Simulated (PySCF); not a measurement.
**Variants of one PySCF input: TeCl**

Base input, run as `OMP_NUM_THREADS=1 python input.py` with PySCF 2.14:

```python
from pyscf import gto, scf
from pyscf.geomopt.geometric_solver import optimize

mol = gto.M(
    atom='Te 0 0 0; Cl 0 0 2.061',
    basis='lanl2dz',
    ecp={'Te': 'lanl2dz', 'Cl': 'lanl2dz'},
    charge=0,
    spin=1,
    verbose=4,
)
mf = scf.ROHF(mol)
mf.kernel()
mol_eq = optimize(mf, maxsteps=30)
print('optimised geometry (angstrom)')
print(mol_eq.tostring('raw'))
print('orbital energies (hartree):', mf.mo_energy[..., max(0, mol.nelec[1]-3):mol.nelec[0]+3].round(4))
```

Base result: E(SCF) = -22.494332 Eh, 9 cycles, all at the start geometry; optimised bond 2.454 Å with E = -22.553956 Eh after 7 steps. The last line lists the levels of the start geometry. No search for the lowest solution was made.

Run time: 3.1 s on 1 thread of Arm Neoverse N1 (shared host), peak memory 0.13 GiB.

Each row names what differs from the base; energies in brackets are changes from the base.

| change | result | wall time (s) |
| --- | --- | --- |
| damping: none → 0.95 [unsound on purpose] | stops with NotImplementedError (ROHF Fock-damping) during the SCF | 1.6 |
| spin-free X2C: off → on [unsound on purpose] | stops with NotImplementedError | 1.6 |
| step after the SCF: optimize → mp2; SCF type: ROHF → UHF; frozen orbitals: default → 0 | E(SCF) = -22.494965 Eh (-0.0172 eV), 11 cycles, E(MP2) − E(SCF) = -0.04812 Eh, ⟨S²⟩ = 0.752, μz(SCF) = -2.00 D | 1.4 |
| geometry: bond 2.061 → bond 6.183 [stretched restricted solution, likely unstable] | E(SCF) = -22.470979 Eh (+0.6355 eV), 15 cycles, all at the start geometry; optimised bond 6.183 Å with E = -22.470979 Eh after 2 steps | 2 |
| point-group symmetry: off → on | the SCF does not converge, then it stops with RuntimeError (Nuclear gradients of <pyscf.scf.hf.SymAdaptedROHF_Scanner object> not converged) after the SCF | 2.6 |
| geometry: bond 2.061 → bond 10 [unsound on purpose] [stretched restricted solution, likely unstable] | the SCF does not converge, then it stops with RuntimeError (Nuclear gradients of <pyscf.scf.hf.ROHF_Scanner object> not converged) after the SCF | 2.4 |
| geometry: bond 2.061 → bond 2.205 | E(SCF) = -22.534431 Eh (-1.0912 eV), 9 cycles, all at the start geometry; optimised bond 2.454 Å with E = -22.553956 Eh after 5 steps | 2.6 |
| functional: none (Hartree–Fock) → mn15; SCF type: ROHF → ROKS; step after the SCF: optimize → analyze | E(SCF) = -22.824966 Eh, 9 cycles, μz(SCF) = -1.14 D | 3.2 |
| step after the SCF: optimize → stability; SCF type: ROHF → UHF | E(SCF) = -22.494965 Eh (-0.0172 eV), 11 cycles, ⟨S²⟩ = 0.752, μz(SCF) = -2.00 D, internal stable; real -> complex stable; UHF/UKS -> GHF/GKS stable | 1.6 |
| geometry: bond 2.061 → bond 2.576 | E(SCF) = -22.551040 Eh (-1.5431 eV), 9 cycles, all at the start geometry; optimised bond 2.454 Å with E = -22.553956 Eh after 5 steps | 2.6 |
| functional: none (Hartree–Fock) → m06l; SCF type: ROHF → ROKS; step after the SCF: optimize → analyze | not converged: SCF after 50 cycles | 9.9 |
| geometry: bond 2.061 → bond 1.999 | E(SCF) = -22.466292 Eh (+0.7630 eV), 8 cycles, all at the start geometry; optimised bond 2.454 Å with E = -22.553956 Eh after 7 steps | 3.1 |
| step after the SCF: optimize → tdhf; SCF type: ROHF → UHF; number of roots: default → 6 | E(SCF) = -22.494965 Eh (-0.0172 eV), 11 cycles, ⟨S²⟩ = 0.752, μz(SCF) = -2.00 D, first excitations without spin–orbit coupling 0.00, 3.08, 4.13, 4.67, 5.67 eV | 1.7 |
| core potential: on → off [unsound on purpose] | stops with RuntimeError (Failed to assign mo_occ. Nocc (35) > Nmo (16)) | 1.6 |
| spin (2S): 1 → 2 [unsound on purpose] | stops with RuntimeError (Electron number 13 and spin 2 are not consistent) | 1.5 |
| basis set: lanl2dz → def2-tzv2p; core potential: on → off [unsound on purpose] | stops with BasisNotFoundError (def2-tzv2p) | 1.7 |
| functional: none (Hartree–Fock) → mn15l; SCF type: ROHF → ROKS; step after the SCF: optimize → analyze | not converged: SCF after 50 cycles | 9.9 |
| basis set: lanl2dz → def2-svp [with its own core potential] | E(SCF) = -726.309875 Eh, 10 cycles, all at the start geometry; optimised bond 2.364 Å with E = -726.350797 Eh after 6 steps | 12 |
| geometry: bond 2.061 → bond 3.091 [stretched restricted solution, likely unstable] | E(SCF) = -22.508141 Eh (-0.3758 eV), 9 cycles, all at the start geometry; optimised bond 2.454 Å with E = -22.553956 Eh after 8 steps | 3.3 |
| spin (2S): 1 → 5 [a high spin state] | E(SCF) = -21.779937 Eh (+19.4397 eV), 12 cycles, all at the start geometry; optimised bond 4.261 Å with E = -22.065393 Eh after 15 steps | 4.2 |
| density fitting: none → cc-pvdz-jkfit [unsound on purpose] | stops with BasisNotFoundError (Basis set not found for Te in cc-pvdz-jkfit) | 1.8 |
| Cartesian functions: off → on | E(SCF) = -22.494332 Eh (+0.0000 eV), 9 cycles, all at the start geometry; optimised bond 2.454 Å with E = -22.553956 Eh after 7 steps | 3 |

**Question.** Order these changes by how far they move the SCF energy from the base, largest first: (1) geometry: bond 2.061 → bond 1.999; (2) geometry: bond 2.061 → bond 2.205; (3) geometry: bond 2.061 → bond 2.576; (4) geometry: bond 2.061 → bond 6.183.

**Answer.** (3) -1.5431 eV, (2) -1.0912 eV, (1) +0.7630 eV, (4) +0.6355 eV.
